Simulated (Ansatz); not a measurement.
Consider the hydrogenolysis of the Si–O bond: `N[Si](N)(O)O` + H₂ → `N[SiH](N)O` + H₂O.

Gas-phase electronic energies from Ansatz, PBE0-D4/def2-TZVP geometries. CCSD(T)/CBS adds triple-zeta CCSD(T) − MP2 to the extrapolated MP2 energy (def2 sets, frozen cores). This one scheme is used for every species. Functionals use def2-TZVPP. Each species was taken in one conformer, which may not be the lowest.

```tsv
level	ΔE (eV)
r2SCANh-D4	1.07
BLYP	0.92
```

(1) What does CCSD(T)/CBS give? (An estimate is asked.)

Largest T1 diagnostic among the species: 0.010.

Answers

(1) Computed: +0.99 eV. The listed levels differ from it by 0.08, -0.07 eV.

From BLYP to BHLYP (50 % exact exchange), in def2-TZVPP and without D4, ΔE moves by +0.08 eV. Leaving LDA and LC-ωPBE aside and taking each functional with its dispersion term where it has one, the values, not all of them listed here, spread over 0.13 eV, from PBE-D4 to r2SCAN-D4. LDA lies +0.11 eV from PBE without D4.
